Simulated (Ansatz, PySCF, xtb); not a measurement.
Dimer: CH3F (SMILES CF) (first 5 atoms) with CH2O (SMILES C=O); geometry from B3LYP-D3(BJ)/def2-TZVP, rigid monomers moved along the line of their centres of mass till F2···H9 is 2.19 Å.
(charge 0, multiplicity 1):
```xyz
9

C      0.1629    -0.2608    -0.4566
F      0.4513     1.0416    -0.0360
H      1.0010    -0.6223    -1.0531
H      0.0210    -0.8818     0.4265
H     -0.7446    -0.2335    -1.0603
C      0.2980     0.4374     2.9403
O      0.0452    -0.7092     2.6820
H      0.3705     0.7913     3.9870
H      0.4690     1.1877     2.1492
```

Monomers are frozen at their geometry in the pair; levels with a basis set take the counterpoise correction. Rows marked so take none.

Rows in 6-31G*, STO-3G carry no dispersion term and start afresh at each structure (6-31G* with six Cartesian d functions).

Codes used: Ansatz (a quantum-chemistry and plane-wave program) with Gaussian orbitals; PySCF for 6-31G* rows, STO-3G rows; xtb for the GFN methods. 

Task: One of these levels gives -1.8 kJ/mol for the interaction energy. Which one is it?
(A) PBE/def2-TZVPPD
(B) GFN-FF
(C) HF/6-31G* (no counterpoise)
(D) HF/STO-3G (no counterpoise)

Result: D, HF/STO-3G (no counterpoise). The others give -15.5 (GFN-FF), -9.2 (HF/6-31G* (no counterpoise)), -4.7 (PBE/def2-TZVPPD)
